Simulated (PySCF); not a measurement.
C6H12S.
Numbering: `[CH3:1][CH:2]([CH3:3])[S:4][CH:5]1[CH2:6][CH2:7]1` (hydrogens: H8, H9, H10 on C1; H11 on C2; H12, H13, H14 on C3; H15 on C5; H16, H17 on C6; H18, H19 on C7)

Torsions of this conformer, `[CH3:1][CH:2]([CH3:3])[S:4][CH:5]1[CH2:6][CH2:7]1`: C1–C2–S4–C5 65°, C2–S4–C5–C6 70°.

The closed-shell ground state was solved at several levels (PySCF, density fitting, gas phase, non-relativistic). Geometry: PBE0-D3(BJ)/def2-SVP, one conformer, isolated molecule.

```csv
level,basis functions,HOMO (eV),LUMO (eV),gap (eV),dipole (D)
HF/pcSseg-1,186,-9.11,4.15,13.26,1.79
PBE0/def2-SVPD,243,-6.31,0.62,6.93,1.72
```

Question: What might PBE0/pcSseg-1 (186 basis functions) give for the same quantities?

Answer: HOMO -6.32 eV, LUMO 1.06 eV, gap 7.38 eV, dipole 1.66 D.

Question: Over all these levels, which gives the widest orbital gap and which the narrowest?

Answer: HF/pcSseg-1 (Hartree–Fock, all exact exchange) has the widest, 13.26 eV, and PBE0/def2-SVPD (global hybrid, 25 % exact exchange) the narrowest, 6.93 eV. Functional and basis both differ between the two, so the spread mixes both effects.

Question: How far do the dipole and the HOMO energy spread over the levels?

Answer: The dipole runs from 1.66 to 1.79 D (mean 1.72 D) and the HOMO from -9.11 to -6.31 eV.
